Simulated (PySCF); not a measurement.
CH6N2OSi.
Numbering: `[NH2:1][SiH2:2][NH:3][CH:4]=[O:5]` (hydrogens: H6, H7 on N1; H8, H9 on Si2; H10 on N3; H11 on C4)

The geometry is computed with GFN2-xTB (gas phase).

List the bond lengths, angles and torsions at this level.

| bond | length (pm) |
| --- | --- |
| N1–Si2 | 171.5 |
| Si2–N3 | 176.4 |
| N3–C4 | 133.7 |
| C4=O5 | 120.8 |
| N1–H6, N1–H7 | 100.9 |
| Si2–H8, Si2–H9 | 146.2 |
| N3–H10 | 100.5 |
| C4–H11 | 110.7 |

Bonds in one row agree within 1 pm and their mean is given. A selection of angles:
| angle | degrees |
| --- | --- |
| Si2–N1–H6 | 116.0 |
| Si2–N1–H7 | 119.2 |
| H6–N1–H7 | 110.0 |
| N1–Si2–N3 | 105.7 |
| N1–Si2–H8 | 107.8 |
| N1–Si2–H9 | 119.0 |
| N3–Si2–H8 | 103.9 |
| N3–Si2–H9 | 106.3 |
| H8–Si2–H9 | 112.9 |
| Si2–N3–C4 | 118.8 |
| Si2–N3–H10 | 123.0 |
| C4–N3–H10 | 118.2 |
| N3–C4–O5 | 123.2 |
| N3–C4–H11 | 114.7 |
| O5–C4–H11 | 122.1 |

Dihedral angles: N1–Si2–N3–C4 61° (synclinal); Si2–N3–C4–O5 0° (synperiplanar). The mirror-image conformer, all signs reversed, is as good.

Si2 (SiH2 silicon) is distorted tetrahedral (angles from 103.9° to 119.0°). The 2 N–Si bonds span 1.715 Å (N1–Si2, drawn single) to 1.764 Å (Si2–N3, drawn single), a spread of 0.049 Å. Of the pairs four or more bonds apart, O5···H6 is among the closest relative to their van der Waals radii: 2.52 Å, 93 % of the sum of Bondi's values. N1 (silicon-bound nitrogen) is pyramidal (angles 119.2°, 116.0° and 110.0°, sum 345.2°, 0.27 Å off the plane of its three neighbours). N3 (amide nitrogen) is planar (angles 123.0°, 118.8° and 118.2°, sum 360.0°, 0.00 Å off the plane of its three neighbours).

Point group: C1 (no symmetry element, even within 0.4 Å). No GFN2-xTB frequencies stand behind this structure, so it isn't proved a minimum. One conformer, not necessarily the lowest (H–N1–Si2–N3 -49° and 176°, N1–Si2–N3–C4 61°, Si2–N3–C4–O5 0°).
